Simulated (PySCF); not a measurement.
Precursor series Sc F-OH. Gas-phase values, no solvent. One relaxed conformer stands for each flexible species; it need not be the lowest.

Computed with PySCF with B3LYP-D3(BJ)/def2-TZVP // BP86-D3(BJ)/def2-SVP. B3LYP has the VWN-RPA correlation part, as in Gaussian. 

```tsv
species	charge on the central atom (meta-Löwdin) (e)	HOMO–LUMO gap (eV)	coordination number
0 of 3 F replaced by OH ([Sc(F)3])	1.57	7.89	3
1 of 3 F replaced by OH ([Sc(F)2(OH)])	1.50	6.45	3
2 of 3 F replaced by OH	1.44	6.41	3
```
